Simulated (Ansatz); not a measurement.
`[SiH3]SCC=S` → `[SiH3]S/C=C/S`  (isomerisation)

Isolated molecules relaxed with PBE0-D4/def2-TZVP in Ansatz; ΔE leaves out vibrations. CCSD(T)/CBS adds triple-zeta CCSD(T) − MP2 to the extrapolated MP2 energy (def2 sets, frozen cores). DFT in def2-TZVPP. B3LYP here is the variant with VWN-RPA as its local correlation; programs differ in this. One conformer a species, not always the lowest.

Problem. Is it downhill or uphill in electronic energy at CCSD(T)/CBS, and by how much? (Best estimate.)

Solution. The calculation gave: Uphill: ΔE = +4.9 kJ/mol.

Problem. What do these levels give: B3LYP-D4, ωB97X-V, B2PLYP, r2SCAN, B3LYP, HF/def2-TZVPP? (Estimate.)

Solution. Ansatz gave: B3LYP-D4 0.6, ωB97X-V -0.8, B2PLYP 0.3, r2SCAN -2.8, B3LYP -5.5, HF/def2-TZVPP -7.2 kJ/mol.

Largest T1 diagnostic among the species: 0.015.

In def2-TZVPP, CCSD(T) changes the Hartree–Fock value by +12.3 kJ/mol (the triples alone add +3.2 kJ/mol) and MP2 by +13.6 kJ/mol. The D4 term adds +6.2 kJ/mol with B3LYP and +3.3 kJ/mol with PBE0; it sums over pairs of atoms, weighted by their polarisabilities, and B3LYP, whose exchange is more repulsive, gets the larger term.
